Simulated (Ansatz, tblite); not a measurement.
Forces on the cluster CrS2⁻ at its PBE0-D4/def2-TZVPD geometry. Charge -1, multiplicity 2.

The xTB rows come from tblite. At PBE-D4/def2-TZVPD the charge -1 doublet is spin-contaminated (final ⟨S²⟩ up to 1.76, 0.75 for a pure state). The geometry of the doublet was relaxed on an unsound state (⟨S²⟩ 1.79, where a pure state has 0.75). At PBE0-D4/def2-TZVPD a quartet of charge -1 lies 1.20 eV below the doublet, each at its own geometry. That quartet is doubtful there (⟨S²⟩ 4.23, where a pure state has 3.75). The structure comes from a short search, and lower isomers may exist.

GFN1-xTB (tblite), largest force 1.05 eV/Å:

```xyz
3
positions Å, forces eV/Å
Cr   -0.315    0.192   -0.113    0.702   -0.428    0.252
S     0.948    0.137   -1.750   -0.734    0.101    0.748
S    -0.634   -0.329    1.863    0.031    0.327   -1.000
```

GFN2-xTB (tblite), largest force 0.40 eV/Å:

```
Cr 0.046 -0.028 0.017
S 0.138 0.061 -0.376
S -0.184 -0.033 0.359
```

PBE-D4/def2-TZVPD (Ansatz), largest force 0.32 eV/Å:

```
Cr -0.262 0.159 -0.094
S 0.189 -0.063 -0.086
S 0.073 -0.097 0.180
```
